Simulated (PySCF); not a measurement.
## Ru²⁺ (ruthenium, charge +2) across methods

[Kr] 4d6, high-spin 5D determinant. Computed with PySCF 2.14 in ANO-RCC-VTZP (7s6p4d2f1g, 68 functions), with the spin-free X2C one-electron Hamiltonian (Gaussian nucleus).

```csv
method,E (hartree),mean ε 4p β (eV),mean ε 4d α (eV),mean ε 4d β (eV),Σ⟨r²⟩ (bohr²),⟨S²⟩
B3LYP,-4529.35,-66.863,-26.702,-24.087,31.06,6.001
PBE0,-4528.99,-67.280,-27.147,-24.265,30.87,6.001
B97-3,-4529.00,-67.573,-27.020,-24.419,30.81,6.002
UHF,-4527.07399,-74.175,-31.848,-27.991,30.68,6.004
LDA,-4524.21,-64.875,-25.431,-22.768,31.20,6.001
BLYP,-4529.45,-64.466,-25.068,-22.663,31.25,6.001
r2SCAN,-4529.30,-65.240,-25.667,-22.728,30.84,6.002
PBE,-4528.90,-64.522,-25.310,-22.673,31.08,6.001
```
